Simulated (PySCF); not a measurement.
CaO2, SMILES [O]1[O][Ca]1. Geometry optimised at PBE-D3(BJ)/def2-TZVP.

Level of theory: PySCF with PBE-D3(BJ)/def2-TZVP.

Harmonic wavenumbers (cm⁻¹): 511, 606, 796. Rotational constants (GHz): 27.38, 8.469, 6.468; symmetry number 2.

Question: Work out the zero-point energy and the ideal-gas rigid-rotor harmonic-oscillator thermochemistry at 298.15 K and 1 atm.

Answer: ZPE = ½ Σ hcν = ½ × 1913 cm⁻¹ = 11.44 kJ/mol. H − E(el) = 22.55 kJ/mol. Entropy in J/(mol K): translation 162.10, rotation 90.00, vibration 5.36, total 257.45. G − E(el) = -54.21 kJ/mol. Cp = 45.40 J/(mol K).
